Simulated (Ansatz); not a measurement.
Species: CH2BF2, charge 0, multiplicity 2. It need not be the lowest isomer of its formula. 
Structure (B3LYP-D3(BJ)/def2-TZVP (Ansatz, a program for electronic structure) minimum search):
```
C
F 1 1.3917
H 1 1.0979 2 108.36
H 1 1.0979 3 107.31 2 -116.82
B 1 1.5706 3 109.58 4 -118.91
F 5 1.3107 1 120.78 3 58.75
```
Charge 0, spin multiplicity 2.

Computed values are from Ansatz. Valence correlation only, unless marked. UHF or UKS for open shells. Spin-orbit coupling is left out. No relativistic terms. CBS marks a two-point X^-3 extrapolation of the correlation energy; Hartree-Fock from the larger set. [CCSD(T)-MP2]/basis is that difference in the basis named.

- atomisation energy De = 2260.1 kJ/mol at RI-MP2/CBS(cc-pVTZ,cc-pVQZ)+[CCSD(T)-MP2]/cc-pVTZ
- total energy = -263.5879 Eh at RI-MP2/CBS(cc-pVTZ,cc-pVQZ)+[CCSD(T)-MP2]/cc-pVTZ
- dipole moment = 1.62 D at CCSD(T)/aug-cc-pVDZ
- T1 diagnostic = 0.014 at CCSD/cc-pVTZ
